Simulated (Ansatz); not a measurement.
Cu₅O₄⁺, relaxed as a singlet with RKS PBE0-D4/def2-SVP in Ansatz, starting from the GFN1-xTB geometry. Force threshold 0.02 eV/Å.

The structure comes from a short search, and lower isomers may exist.

Start:

Cartesian coordinates in Å:
```
Cu -1.289 0.366 -1.623
Cu 1.201 1.621 -0.565
Cu 1.380 -0.449 1.522
Cu -0.504 0.512 0.559
Cu -1.124 -1.725 0.474
O -0.052 1.572 -1.758
O 2.087 0.928 0.748
O -1.916 -1.092 -0.931
O 0.217 -1.733 1.574
```

```json
{"step": "1", "energy (eV)": "-231302.3608", "largest force component (eV/Å)": "1.679", "SCF passes": "158"}
{"step": "2", "energy (eV)": "-231302.7095", "largest force component (eV/Å)": "0.980", "SCF passes": "85"}
{"step": "3", "energy (eV)": "-231302.9537", "largest force component (eV/Å)": "0.536", "SCF passes": "90"}
{"step": "4", "energy (eV)": "-231303.1945", "largest force component (eV/Å)": "1.027", "SCF passes": "82"}
{"step": "5", "energy (eV)": "-231303.6098", "largest force component (eV/Å)": "1.083", "SCF passes": "66"}
{"step": "6", "energy (eV)": "-231304.0482", "largest force component (eV/Å)": "1.100", "SCF passes": "62"}
{"step": "7", "energy (eV)": "-231304.3529", "largest force component (eV/Å)": "0.765", "SCF passes": "62"}
{"step": "8", "energy (eV)": "-231304.4660", "largest force component (eV/Å)": "1.030", "SCF passes": "57"}
{"step": "9", "energy (eV)": "-231304.5827", "largest force component (eV/Å)": "0.389", "SCF passes": "55"}
{"step": "10", "energy (eV)": "-231304.5881", "largest force component (eV/Å)": "0.320", "SCF passes": "51"}
{"step": "11", "energy (eV)": "-231304.6044", "largest force component (eV/Å)": "0.117", "SCF passes": "52"}
{"step": "12", "energy (eV)": "-231304.6085", "largest force component (eV/Å)": "0.058", "SCF passes": "47"}
{"step": "13", "energy (eV)": "-231304.6108", "largest force component (eV/Å)": "0.054", "SCF passes": "45"}
{"step": "14", "energy (eV)": "-231304.6111", "largest force component (eV/Å)": "0.031", "SCF passes": "44"}
{"step": "15 (rejected)", "energy (eV)": "-231304.6107", "largest force component (eV/Å)": "0.070", "SCF passes": "42"}
{"step": "16", "energy (eV)": "-231304.6113", "largest force component (eV/Å)": "0.001", "SCF passes": "43"}
```

Force components are those of the run's own axes.

End:

Cartesian coordinates in Å:
```
Cu -1.3256 0.2720 -1.8254
Cu 1.3955 1.6596 -0.6840
Cu 1.5879 -0.5446 1.5312
Cu -0.4477 0.4653 0.5018
Cu -1.1336 -1.9318 0.3904
O -0.4462 1.6455 -0.9331
O 2.3012 0.7165 0.5114
O -1.7120 -1.3289 -1.1719
O -0.2196 -0.9535 1.6795
```

Bonds formed: Cu4–O6, Cu4–O9 (atoms count from 1). The end is the same structure that another start reached, the lowest one found.

No frequencies were taken in this run, so the end may be a saddle point.

It took 7.7 min on 4 threads of Intel Xeon on a shared host, peak host memory 1.3 GiB.
